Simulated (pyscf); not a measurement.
A first-order saddle from PySCF, ωB97X-D3(BJ)/def2-SVP:

```xyz
10

C      0.7336     0.1909    -0.7499
C     -0.5129     0.1571     0.0686
C     -0.5643     0.4242     1.4082
H      0.6712     0.9767    -1.5218
H      0.8609    -0.7729    -1.2658
H      1.6199     0.3733    -0.1258
H     -1.4485    -0.0790    -0.4501
H      0.3375     0.7009     1.9608
H     -1.5125     0.4187     1.9496
F     -0.2406    -1.5875     1.1662
```
Charge 0, spin multiplicity 2.

Surface: doublet, charge 0. Lowest wavenumbers (cm⁻¹): 318i, 154, 202, 371, 424.

Q: What reaction is this the transition state of?

A: `[CH2][CH]([CH3])[F]` [doublet] <-> `[CH3][CH][CH2][F]` [doublet], a group migration read from left to right: C–F broken and C–F formed. At ωB97M-D3(BJ)/def2-TZVP it lies +25.7 kcal/mol from the left side and +25.3 kcal/mol from the right (each side as separated species at their lowest minima found). •H₂C–CH(CH₃)–F lies 6.7 kcal/mol over its isomer H₃C–C•(CH₃)–F, and others may lie lower still (electronic energy, ωB97M-D3(BJ)). H₃C–CH•–CH₂–F lies 7.1 kcal/mol over its isomer H₃C–C•(CH₃)–F, and others may lie lower still (electronic energy, ωB97M-D3(BJ)). This is the saddle that the search found; another between the same sides may lie lower.
